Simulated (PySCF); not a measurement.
OPb, SMILES [Pb]=[O] (connectivity only; charge and spin as stated), neutral, multiplicity 1. Atoms are numbered in the order given.

```xyz
2

Pb     0.0000     0.0000    -0.1692
O      0.0000     0.0000     1.7343
```
Charge 0, spin multiplicity 1.

Coordinates come from a PBE0-D3(BJ)/def2-TZVP optimisation. The def2 effective core potentials stand for the cores of Pb; spin–orbit coupling is left out.

Method: PySCF with TDDFT-PBE0/def2-TZVPD.

Vertical excitations; the highest root listed may be one member of a degenerate set. Gas-phase values at a fixed geometry. State labels are in the subgroup C2v.

Question: Give excitation energies, oscillator strengths and character. (An estimate is asked for; the answer gives what the named calculation found.)

Answer: 
```
state  symmetry  energy (eV)  λ (nm)      f                                              main pairs
-----  --------  -----------  ------  -----  ------------------------------------------------------
S1           A2         3.36     369  0.000                    HOMO−1→LUMO 50 %, HOMO−2→LUMO+1 50 %
S2           B2         3.53     351  0.021                            HOMO→LUMO+1 (degenerate set)
S3           B1         3.53     351  0.021                              HOMO→LUMO (degenerate set)
S4           A2         3.64     340  0.000             HOMO−2→LUMO+1, HOMO−1→LUMO (degenerate set)
S5           A1         3.64     340  0.000             HOMO−2→LUMO, HOMO−1→LUMO+1 (degenerate set)
S6           A1         5.06     245  0.007  HOMO−1→LUMO+1 36 %, HOMO−2→LUMO 36 %, HOMO→LUMO+2 28 %
S7           B2         6.20     200  0.023                          HOMO−1→LUMO+2 (degenerate set)
S8           B1         6.20     200  0.023                          HOMO−2→LUMO+2 (degenerate set)
S9           A1         6.72     185  0.007                                        HOMO→LUMO+3 96 %
S10          B2         6.80     182  0.077                                      HOMO−1→LUMO+3 97 %
T1           A1         2.60     476      0                    HOMO−1→LUMO+1 49 %, HOMO−2→LUMO 49 %
T2           A1         2.93     423      0             HOMO−2→LUMO, HOMO−1→LUMO+1 (degenerate set)
T3           A2         2.93     423      0             HOMO−2→LUMO+1, HOMO−1→LUMO (degenerate set)
T4           B1         2.95     420      0                                          HOMO→LUMO 99 %
```
Triplets are in the Tamm–Dancoff approximation, which puts them higher than full response would, so one can lie above its singlet here.
